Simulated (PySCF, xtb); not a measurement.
C₂H₅BrClNSi, SMILES C=C[Si](N)(Cl)Br.

xtb with GFN2-xTB at its own geometry gives an orbital gap of 4.38 eV and a dipole moment of 5.98 D.

Geometry optimised at B3LYP-D3(BJ)/def2-SVP. Other conformers were not sampled.

What does PySCF with HF/def2-TZVP give? (The exact figures need the calculation; the answer reports its results.)

gap 13.35 eV (levels -10.64 and 2.70 eV), dipole 2.83 D.
